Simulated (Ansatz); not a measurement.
```tsv
atom	x (Å)	y (Å)	z (Å)
H	1.6000	0.0000	0.0000
H	1.2944	0.9405	0.0000
H	0.4944	1.5217	0.0000
H	-0.4944	1.5217	0.0000
H	-1.2944	0.9405	0.0000
H	-1.6000	0.0000	0.0000
H	-1.2944	-0.9405	0.0000
H	-0.4944	-1.5217	0.0000
H	0.4944	-1.5217	0.0000
H	1.2944	-0.9405	0.0000
```

UHF-MP2 on doublet H₁₀(+) was run in several spherical basis sets with Ansatz (development build ahead of 0.2.0). Frozen core: 0 orbitals. Caution for UHF-MP2: bonds are stretched, where a single reference can fail; the charge can sit on one fragment and break the point group; the determinant breaks the point group.

Rank the basis sets by the total energy that they give, lowest first, with the distance from the lowest.
A. 6-31G
B. pcseg-1
C. aug-cc-pVDZ
D. def2-SVP
E. cc-pVDZ

C (0.00 eV), E (0.26 eV), D (0.30 eV), B (0.57 eV), A (2.66 eV).
